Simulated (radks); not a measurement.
Problem. Valence configurations of S+ (all share [Ne]). All-electron calculation, non-relativistic Kohn-Sham, BLYP, spin-polarised, spherical densities, point nucleus; open shells are filled with parallel spins first. Program: a radial shooting solver on a logarithmic mesh with Libxc functionals. Order these by energy: 3s2 3p3; 3s1 3p4; 3s0.5 3p4.5; 3s1.5 3p3.5; 3p5.

Solution. From the lowest, in eV above it: 3s2 3p3 0.000; 3s1.5 3p3.5 5.267; 3s1 3p4 10.544; 3s0.5 3p4.5 17.213; 3p5 23.421. NIST lists [Ne] 3s2 3p3 as the ground configuration; this level of theory agrees among the configurations tried. The energies are those of spherical high-spin densities, not of single terms.
